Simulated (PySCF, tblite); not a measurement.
C₇H₁₄Si.
Cartesian coordinates in Å at the GFN2-xTB level; atoms count from 1:
```xyz
22
C7H14Si angstrom
C     -2.230   -1.082   -0.075
C     -1.304   -0.050    0.560
C     -1.427    1.294   -0.152
C      0.145   -0.556    0.571
C      1.068    0.419    1.248
C      2.172    0.805    0.634
C      2.471    0.262   -0.731
Si     0.997   -0.885   -1.113
H     -1.974   -1.226   -1.122
H     -3.267   -0.756   -0.014
H     -2.142   -2.041    0.432
H     -1.616    0.094    1.604
H     -0.763    2.026    0.301
H     -2.448    1.666   -0.086
H     -1.165    1.197   -1.202
H      0.145   -1.479    1.165
H      0.796    0.777    2.232
H      2.875    1.497    1.077
H      3.428   -0.262   -0.722
H      2.582    1.082   -1.443
H      0.262   -0.469   -2.312
H      1.384   -2.293   -1.254
```

Computed, not measured: PBE0/pcSseg-1 in PySCF (dipole) on a GFN2-xTB geometry, gas phase.

Take the most abundant isotopes and a rigid rotor. The values belong to one conformer with, in the numbering `[CH3:1][CH:2]([CH3:3])[C@@H:4]1[CH:5]=[CH:6][CH2:7][SiH2:8]1`, C1–C2–C4–C5 -177°.

What are A, B and C (GHz)?

Ia = 186.25, Ib = 385.01, Ic = 460.20 u·Å²; 505379 MHz·u·Å²/I gives 2713, 1313 and 1098 MHz, that is A = 2.7135, B = 1.3126, C = 1.0982 GHz.

Classify the top.

An asymmetric top: κ = (2 × 1313 − 2713 − 1098)/(2713 − 1098) = -0.73.

Is it planar, by Δ = Ic − Ia − Ib?

Not planar: Δ = Ic − Ia − Ib = -111.06 u·Å². For a rigid frame Δ = −2 Σ m c², so Σ m c² = 55.53 u·Å² lies off the ab plane: 19.91 from hydrogen and 35.61 from heavier atoms. The atom farthest from that plane is 1.89 Å away.

Give the other two planar moments, Paa and Pbb, and the rms extents of the mass along the axes.

Paa = Σ m a² = (Ib + Ic − Ia)/2 = 329.48 and Pbb = Σ m b² = (Ia + Ic − Ib)/2 = 130.72 u·Å². With the mass M = 126.09 u, the rms extents √(P/M) along a, b and c are 1.62, 1.02, 0.66 Å.

Where do the levels up to J = 3 lie, in MHz?

Above 0(0,0):
J = 1: 1(0,1) 2411, 1(1,1) 3812, 1(1,0) 4026
J = 2: 2(0,2) 7210, 2(1,2) 8419, 2(1,1) 9062, 2(2,1) 13265, 2(2,0) 13288
J = 3: 3(0,3) 14353, 3(1,3) 15316, 3(1,2) 16601, 3(2,2) 20497, 3(2,1) 20609, 3(3,1) 28051, 3(3,0) 28053
The levels of one J sum to (2J + 1)J(J + 1)(A + B + C)/3.

Which types of transition are allowed, and where do some lines up to J = 4 fall?

The dipole components are |μa| = 0.08 D, |μb| = 0.26 D, |μc| = 0.02 D. Intensities carry the squares of the components, which stand as 0.10 : 1.00 : 0.01 (a : b : c). Some lines, for components of 0.1 D or more:

```json
{"type": "b", "branch": "Q", "J(Ka,Kc)": "1(1,0) ← 1(0,1)", "MHz": "1615", "lower level (cm⁻¹)": "0.080"}
{"type": "b", "branch": "R", "J(Ka,Kc)": "1(1,1) ← 0(0,0)", "MHz": "3812", "lower level (cm⁻¹)": "0.000"}
{"type": "b", "branch": "Q", "J(Ka,Kc)": "4(2,2) ← 4(1,3)", "MHz": "3826", "lower level (cm⁻¹)": "0.888"}
{"type": "b", "branch": "Q", "J(Ka,Kc)": "3(2,1) ← 3(1,2)", "MHz": "4008", "lower level (cm⁻¹)": "0.554"}
{"type": "b", "branch": "Q", "J(Ka,Kc)": "3(2,2) ← 3(1,3)", "MHz": "5181", "lower level (cm⁻¹)": "0.511"}
{"type": "b", "branch": "R", "J(Ka,Kc)": "3(0,3) ← 2(1,2)", "MHz": "5934", "lower level (cm⁻¹)": "0.281"}
{"type": "b", "branch": "Q", "J(Ka,Kc)": "3(3,0) ← 3(2,1)", "MHz": "7443", "lower level (cm⁻¹)": "0.687"}
{"type": "b", "branch": "R", "J(Ka,Kc)": "4(0,4) ← 3(1,3)", "MHz": "8466", "lower level (cm⁻¹)": "0.511"}
{"type": "b", "branch": "R", "J(Ka,Kc)": "2(2,0) ← 1(1,1)", "MHz": "9476", "lower level (cm⁻¹)": "0.127"}
{"type": "b", "branch": "R", "J(Ka,Kc)": "4(1,4) ← 3(0,3)", "MHz": "10136", "lower level (cm⁻¹)": "0.479"}
{"type": "b", "branch": "Q", "J(Ka,Kc)": "4(4,0) ← 4(3,1)", "MHz": "10509", "lower level (cm⁻¹)": "1.259"}
{"type": "b", "branch": "R", "J(Ka,Kc)": "3(2,1) ← 2(1,2)", "MHz": "12191", "lower level (cm⁻¹)": "0.281"}
{"type": "b", "branch": "R", "J(Ka,Kc)": "3(3,0) ← 2(2,1)", "MHz": "14788", "lower level (cm⁻¹)": "0.442"}
{"type": "b", "branch": "R", "J(Ka,Kc)": "4(2,2) ← 3(1,3)", "MHz": "15133", "lower level (cm⁻¹)": "0.511"}
{"type": "b", "branch": "R", "J(Ka,Kc)": "4(3,2) ← 3(2,1)", "MHz": "17126", "lower level (cm⁻¹)": "0.687"}
{"type": "b", "branch": "R", "J(Ka,Kc)": "4(4,1) ← 3(3,0)", "MHz": "20203", "lower level (cm⁻¹)": "0.936"}
{"type": "b", "branch": "R", "J(Ka,Kc)": "4(4,0) ← 3(3,1)", "MHz": "20204", "lower level (cm⁻¹)": "0.936"}
```

Estimate the classical rotational partition function at 10 K, 100 K and 200 K.

Point group C1, symmetry number σ = 1; q = (√π/σ)·√((kT/h)³/(ABC)), k/h = 20836.6 MHz/K: 2700 at 10 K, 85200 at 100 K, 241000 at 200 K.

Its GFN2-xTB frequencies are all real (lowest 44 cm⁻¹). These are rigid-rotor constants of the computed structure; measured ground-state constants (B0) also hold zero-point vibration. A rigid rotor knows nothing of internal rotation, which can split or shift real lines.
